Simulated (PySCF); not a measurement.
Computed properties of B(H)(F)(Et) (C2H6BF), SMILES CCBF

B(H)(F)(Et) (C2H6BF), SMILES FBCC. Geometry optimised at r2SCAN-D4/def2-SVP. The values are those of a single conformer. All values are computed for the isolated molecule unless a solvent is named; none is compared with measurement here.

**Structure.** All 24 harmonic modes at r2SCAN-D4/def2-SVP (PySCF) are real, so it is a minimum. With heavy atoms numbered as in [BH:1]([F:3])[CH2:4][CH3:5], the shortest bond between them is B1–F3 at 1.331 Å and the longest B1–C4 at 1.562 Å.

**Vibrations.** The strongest infrared lines (harmonic, unscaled, degenerate partners summed) lie at 2575 cm⁻¹ (178 km/mol, H 91 %, B 9 %), 1406 cm⁻¹ (147 km/mol, H 35 %, B 34 %, C 25 %), 1400 cm⁻¹ (87 km/mol, H 73 %, B 13 %, C 11 %). The softest mode is at 44 cm⁻¹ and the zero-point energy is 50.0 kcal/mol.

**Electronic structure.** M06-2X/def2-TZVP (PySCF) places the frontier levels at -9.95 and 0.32 eV, a gap of 10.27 eV, and gives a dipole moment of 1.31 D and a mean polarisability of 38.4 bohr³.

**Excitations.** TDA-B3LYP/def2-SVPD (PySCF) has S1 at 6.07 eV (204 nm, f = 0.000, dark); the most intense of the 10 singlets computed lies at 8.91 eV (f = 0.14). T1 (TDA) is at 5.53 eV, 0.54 eV under S1. No vertical singlet excitation falls in the visible range (under 3.1 eV).

**NMR.** GIAO shifts at HF/pcSseg-1 (PySCF) (non-relativistic, atoms alike by connectivity averaged): ¹³C from 11.4 to 16.1 ppm against TMS; ¹H from 1.0 to 5.4 ppm against TMS; ¹⁹F at -7.2 ppm against CFCl3; ¹¹B at 44.1 ppm against BF3.
